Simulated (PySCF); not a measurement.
Compound: C2H6OSSi2.
Numbering: `[CH:1]#[C:2][Si@@H:3]([OH:4])[S:5][SiH3:6]` (hydrogens: H7 on C1; H8 on Si3; H9 on O4; H10, H11, H12 on Si6)

Method: PBE0-D3(BJ)/def2-SVP geometry optimisation, gas phase in PySCF.

Task: Give the optimised bond lengths and angles.

Result: 
| bond | length (Å) | order |
| --- | --- | --- |
| C1≡C2 | 1.218 | triple |
| C2–Si3 | 1.835 | single |
| Si3–O4 | 1.652 | single |
| Si3–S5 | 2.147 | single |
| S5–Si6 | 2.155 | single |
| C1–H7 | 1.076 | single |
| Si3–H8 | 1.480 | single |
| O4–H9 | 0.962 | single |
| Si6–H10, Si6–H11, Si6–H12 | 1.491 | single |

Bonds in one row agree within 0.01 Å and their mean is given. Orders are formal, as drawn. A selection of angles:
| angle | degrees |
| --- | --- |
| C2–C1–H7 | 179.6 |
| C1–C2–Si3 | 178.0 |
| C2–Si3–O4 | 112.1 |
| C2–Si3–S5 | 107.9 |
| C2–Si3–H8 | 109.8 |
| O4–Si3–S5 | 109.1 |
| O4–Si3–H8 | 105.8 |
| S5–Si3–H8 | 112.2 |
| Si3–O4–H9 | 116.9 |
| Si3–S5–Si6 | 101.3 |
| S5–Si6–H10 | 111.0 |
| S5–Si6–H11 | 104.7 |
| H10–Si6–H11 | 109.8 |

Torsions: C2–Si3–S5–Si6 33° (synclinal); H9–O4–Si3–C2 60° (synclinal).

Si3 (oxygen-bound silicon) is distorted tetrahedral (angles from 105.8° to 112.2°). Si6 (SiH3 silicon) is distorted tetrahedral (angles from 104.7° to 111.9°). Of the pairs four or more bonds apart, C1···Si6 is among the closest relative to their van der Waals radii: 3.83 Å, 101 % of the sum of Bondi's values.

Point group: C1 (no symmetry element, even within 0.4 Å). Stationary, but not proved a minimum. The numbers are those of one conformer (C2–Si3–O4–H 60°, C2–Si3–S5–Si6 33°).
